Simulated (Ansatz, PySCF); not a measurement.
iodine (I₂), SMILES II. Atoms are numbered in the order given.

```xyz
2

I      0.0000     0.0000    -1.3473
I      0.0000     0.0000     1.3473
```
Charge 0, spin multiplicity 1.

Coordinates come from a B3LYP-D3(BJ)/def2-TZVP optimisation. The def2 effective core potentials stand for the cores of I; spin–orbit coupling is left out.

Two levels are set side by side: PBE-D3(BJ)/def2-TZVP (Ansatz, an electronic-structure program) and B3LYP-D3(BJ)/def2-TZVP (Ansatz). Each level has its own optimised geometry; the coordinates shown are those of the second. Frequencies come from the Hessian of PySCF at each geometry. Differences are taken from unrounded values.

```csv
quantity,B3LYP-D3(BJ),PBE-D3(BJ),PBE-D3(BJ) minus B3LYP-D3(BJ)
bond I1–I2 (Å),2.695,2.686,-0.008
highest harmonic wavenumber (cm⁻¹),212,212,0
mean harmonic wavenumber (cm⁻¹),212,212,0
zero-point energy (kcal/mol),0.30,0.30,0.00
```

Here PBE gives about what the other level gives.
